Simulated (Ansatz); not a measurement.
CH2I (SMILES [CH2]I) moved off its minimum; all values from Ansatz (an electronic-structure program), cores frozen in correlated methods. Open shells are unrestricted. Elements past Kr take the def2 small-core potentials, without spin–orbit coupling.
(charge 0, multiplicity 2)
```xyz
4

C     -1.7254     0.0198    -0.0100
I      0.2764    -0.0081     0.0198
H     -2.2510     0.9510     0.0072
H     -2.2919    -0.9285     0.0421
```

Forces at MP2/def2-TZVPPD (eV/Å):

```
atom      Fx      Fy      Fz
----  ------  ------  ------
C1    -1.179  -1.079   0.049
I2     0.527  -0.006   0.008
H3     0.009   0.253  -0.004
H4     0.644   0.832  -0.054
```

Question: Give the forces (eV/Å), the total energy and the dipole at CCSD(T)/def2-TZVPPD.

Answer: 
```csv
atom,Fx,Fy,Fz
C1,-1.288,-1.058,0.046
I2,0.772,-0.010,0.010
H3,-0.053,0.355,-0.005
H4,0.570,0.713,-0.051
```
Energy -335.9856 hartree, dipole 0.59 D.
